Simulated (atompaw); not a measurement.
**Varying the PAW (atompaw) potential for B (Z = 5)**

Base potential:

atompaw 4.2.0.5 input, output lines left out:

```
B 5
GGA-PBESOL scalarrelativistic loggrid 1500 logderivrange -3 5 201
2 2 0 0 0 0
2 0 1.5
2 1 1.5
0 0 0
c
v
v
2
3.00 2.20 2.60 2.00
y
3.4
n
y
1.75
n
y
0.35
y
2.25
n
custom polynom gramschmidtortho sinc
bessel
3.00
1.05
3.00
3.00
3.00
3.00
```

Cutoffs, loose and tight: the cutoffs (Ry, on a coarse ladder) from which the occupation-weighted sum of valence levels, in a spherical-Bessel basis at the reference potential, stays within 10 and 1 mRy of its value at 400 Ry. They see the waves, projectors and local potential, not the compensation charge or the core. A dash means not determined.

A true bound ghost makes a file unfit for plane-wave use even where its test errors are small: the radial tests pick states by their node count and pass the ghost by.

| change | outcome | cutoff, loose | cutoff, tight | bound ghosts |
| --- | --- | --- | --- | --- |
| base | generated | 6 Ry | 8 Ry | none |
| all radii scaled by about 0.76 (s 2.28, p 2.28, d 2.28 bohr); local potential bessel scheme, radius 1.98 bohr; augmentation sinc compensation charge, radius 1.68 bohr; PAW radius 2.28 bohr; waves and projectors: custom polynom gramschmidtortho; core correction smooth core density matched at 1.52 bohr | generated | 10 Ry | 12 Ry | none |
| all radii scaled by about 0.85 (s 2.54, p 2.54, d 2.54 bohr); local potential bessel scheme, radius 2.20 bohr; augmentation sinc compensation charge, radius 1.86 bohr; PAW radius 2.54 bohr; waves and projectors: custom polynom gramschmidtortho; core correction smooth core density matched at 1.70 bohr | generated | 8 Ry | 10 Ry | none |
| all radii scaled by about 0.94 (s 2.82, p 2.82, d 2.82 bohr); local potential bessel scheme, radius 2.44 bohr; augmentation sinc compensation charge, radius 2.06 bohr; PAW radius 2.82 bohr; waves and projectors: custom polynom gramschmidtortho; core correction smooth core density matched at 1.88 bohr | generated | 6 Ry | 10 Ry | none |
| all radii scaled by about 1.11 (s 3.32, p 3.32, d 3.32 bohr); local potential bessel scheme, radius 2.88 bohr; augmentation sinc compensation charge, radius 2.44 bohr; PAW radius 3.32 bohr; waves and projectors: custom polynom gramschmidtortho; core correction smooth core density matched at 2.20 bohr | generated | 6 Ry | 6 Ry | s |
| all radii scaled by about 1.19 (s 3.58, p 3.58, d 3.58 bohr); local potential bessel scheme, radius 3.10 bohr; augmentation sinc compensation charge, radius 2.62 bohr; PAW radius 3.58 bohr; waves and projectors: custom polynom gramschmidtortho; core correction smooth core density matched at 2.38 bohr | failed: atompaw: The overlap operator has at least one negative eigenvalue! | – | – | – |
| all radii scaled by about 1.28 (s 3.84, p 3.84, d 3.84 bohr); local potential bessel scheme, radius 3.34 bohr; augmentation sinc compensation charge, radius 2.82 bohr; PAW radius 3.84 bohr; waves and projectors: custom polynom gramschmidtortho; core correction smooth core density matched at 2.56 bohr | failed: atompaw: The overlap operator has at least one negative eigenvalue! | – | – | – |

Reading the sweep of the scale of all radii (base = 1) (base included, trends over the rows without a ghost): The loose cutoff falls from 10 Ry at 0.76 to 6 Ry at 1. A larger radius leaves more room for a smooth pseudo-wave, so fewer plane waves are needed; a smaller one forces it to follow the all-electron wave where it bends sharply. Bound ghosts are found at 1.11. The generation fails at 1.19, 1.28.
